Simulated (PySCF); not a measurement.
## BeSi from Hartree–Fock to correlated methods

State: ³Σ⁻ (triplet), unpaired electrons π ↑↑. Set-up: basis Be def2-TZVPP, Si def2-TZVPP; no relativity; PySCF 2.14. De refers to Be + Si in their high-spin ground configurations, without counterpoise correction. The functionals are run spin-unrestricted. A positive dipole means Be(−)Si(+). Levels whose curve was spin-contaminated or gave no clean fit are not listed.

```tsv
Level	Re (Å)	ωe (cm⁻¹)	De (eV)	μ (D)	CPU s a point (SCF and correlation, without the integrals)
ROHF	2.153	456	0.474	-3.08	0.21
ROHF-MP2	2.126	621	1.29	n/a	0.38
ROHF-SCS-MP2	2.140	583	1.08	n/a	n/a
ROHF-CCSD	2.159	520	0.97	n/a	n/a
ROHF-CCSD(T)	2.150	553	1.18	n/a	8.1
PBE	2.121	584	1.83	-1.77	0.91
B97-3	2.117	570	1.50	-2.09	0.87
ωB97X-V	2.112	545	1.23	-2.51	5.6
```

**Question.** Which functional lies closest to ROHF-CCSD(T) in De, which farthest, and by how much do they differ from it?

**Answer.** Closest is ωB97X-V (-3.8 pm in Re, -1.4 % in ωe, +0.05 eV in De against ROHF-CCSD(T) in the same basis), farthest PBE (-2.9 pm in Re, +5.6 % in ωe, +0.65 eV in De). CCSD(T) converges more slowly with the basis than the functionals do and binds too weakly in this one, so the order can change at the basis-set limit.

**Question.** What does second-order correlation do here, going from ROHF to ROHF-MP2?

**Answer.** ROHF-MP2 less ROHF: -2.7 pm in Re, +36.2 % in ωe, +0.82 eV in De. Correlation nearly always deepens the well. The bond shortens, as in weak, metallic or heavy-atom bonds, where dispersion and the correlation of outer-core electrons pull the atoms together.

**Question.** What does the triples do here, going from ROHF-CCSD to ROHF-CCSD(T)?

**Answer.** ROHF-CCSD(T) less ROHF-CCSD: -0.9 pm in Re, +6.3 % in ωe, +0.21 eV in De. Correlation nearly always deepens the well. The bond shortens, as in weak, metallic or heavy-atom bonds, where dispersion and the correlation of outer-core electrons pull the atoms together.

Correlated steps freeze 5 core orbitals. UHF is strongly spin-contaminated for BeSi, so the ROHF reference used there is far from stable. The state was picked by a PBE0 search and need not be the measured ground state.

The whole job (state search and all levels along the bond) took about 5.8 min on 1 thread of Arm Neoverse V1 (shared host), peak memory 1.2 GiB.
